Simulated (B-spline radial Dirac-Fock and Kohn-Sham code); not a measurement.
Core-level shifts of rhodium with charge state

These are calculated numbers from a radial finite-basis atomic code; the model is ΔSCF Dirac-Fock with Breit, self-energy and vacuum polarisation, finite nucleus, configuration average. Each ion is free and in its tabulated ground configuration. The model has no electron correlation.

Reference: Rh³⁷⁺, [He] 2s2 2p4, with K 25880.0 eV. Shifts from it, in eV (a dash: the subshell is empty, belongs to an open shell averaged over j, or its hole state is left out as unreliable):

```
  ion  configuration        K
Rh³⁸⁺   [He] 2s2 2p3   +269.5
Rh³⁹⁺   [He] 2s2 2p2   +543.4
Rh⁴⁰⁺   [He] 2s2 2p1        ?
Rh⁴¹⁺       [He] 2s2  +1104.8
Rh⁴²⁺       [He] 2s1        –
Rh⁴³⁺            1s2  +1604.9
Rh⁴⁴⁺            1s1  +2432.2
```

**Question.** Give the missing shifts for Rh⁴⁰⁺.

**Answer.** K +821.9 (eV).
